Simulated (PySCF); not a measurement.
## Rb⁺ (rubidium, charge +1) across methods

[Kr], closed-shell 1S. Computed with PySCF 2.14 in aug-cc-pwCVTZ-X2C with one added diffuse shell each of s, p, d, f type (11s10p8d4f, 109 functions), with the spin-free X2C one-electron Hamiltonian (Gaussian nucleus).

```json
{"method": "r2SCAN", "E (hartree)": "-2980.85", "mean ε 3d (eV)": "-111.71", "mean ε 4s (eV)": "-38.680", "mean ε 4p (eV)": "-22.154", "Σ⟨r²⟩ (bohr²)": "31.23", "⟨S²⟩": "0.000"}
{"method": "wB97M-V", "E (hartree)": "-2980.64", "mean ε 3d (eV)": "-118.02", "mean ε 4s (eV)": "-43.188", "mean ε 4p (eV)": "-25.783", "Σ⟨r²⟩ (bohr²)": "31.43", "⟨S²⟩": "0.000"}
{"method": "PBE", "E (hartree)": "-2980.49", "mean ε 3d (eV)": "-110.05", "mean ε 4s (eV)": "-37.610", "mean ε 4p (eV)": "-21.642", "Σ⟨r²⟩ (bohr²)": "31.38", "⟨S²⟩": "0.000"}
{"method": "MN15", "E (hartree)": "-2982.69", "mean ε 3d (eV)": "-115.05", "mean ε 4s (eV)": "-40.857", "mean ε 4p (eV)": "-24.212", "Σ⟨r²⟩ (bohr²)": "31.23", "⟨S²⟩": "0.000"}
{"method": "PBE0", "E (hartree)": "-2980.56", "mean ε 3d (eV)": "-115.79", "mean ε 4s (eV)": "-40.534", "mean ε 4p (eV)": "-23.384", "Σ⟨r²⟩ (bohr²)": "31.29", "⟨S²⟩": "0.000"}
{"method": "UHF", "E (hartree)": "-2979.01144", "mean ε 3d (eV)": "-131.82", "mean ε 4s (eV)": "-48.074", "mean ε 4p (eV)": "-27.467", "Σ⟨r²⟩ (bohr²)": "31.44", "⟨S²⟩": "0.000"}
{"method": "LDA", "E (hartree)": "-2976.84", "mean ε 3d (eV)": "-110.40", "mean ε 4s (eV)": "-37.766", "mean ε 4p (eV)": "-21.785", "Σ⟨r²⟩ (bohr²)": "31.38", "⟨S²⟩": "0.000"}
{"method": "TPSSh", "E (hartree)": "-2980.76", "mean ε 3d (eV)": "-112.32", "mean ε 4s (eV)": "-39.126", "mean ε 4p (eV)": "-22.500", "Σ⟨r²⟩ (bohr²)": "31.27", "⟨S²⟩": "0.000"}
```
